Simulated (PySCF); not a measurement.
Vibration and rotation of CsHg⁺

RHF-CCSD(T) constants of CsHg⁺, ¹Σ⁺ (singlet), closed shell (Cs def2-SVP with ECP46, Hg def2-SVP with ECP60; scalar-relativistic core potentials (PySCF 2.14); masses 132.9054 and 201.9706 u):

- ωe: 36.2 cm⁻¹
- ωexe: 0.316 cm⁻¹
- Be: 0.013247 cm⁻¹
- αe: 0.000111 cm⁻¹
- D (centrifugal): 7.09e-09 cm⁻¹
- De to Cs⁺ + Hg: 0.155 eV

Task: Estimate the standard entropy (1 bar) and heat capacity of the ideal gas at 500 K, rigid rotor with B0 and harmonic oscillator at the fundamental.

Result: Translation (Sackur–Tetrode, M = 334.88 u): 192.1 J/(mol K). Rotation: q = kT/(σB0) = 26300 with σ = 1, 92.9. Vibration: x = hcν0/kT = 0.102, 27.27. S° = 312.3 J/(mol K); Cp = 7R/2 + 8.31 = 37.4 J/(mol K).

Correlated steps freeze no core orbitals. The bond is weak. Basis-set superposition, not corrected here, can be much of De in a small basis, most of all at correlated wavefunction levels. Spin–orbit coupling is left out. For an ion De counts to the pair picked by the measured ionisation energies or electron affinities, which need not be the lowest pair at this level.
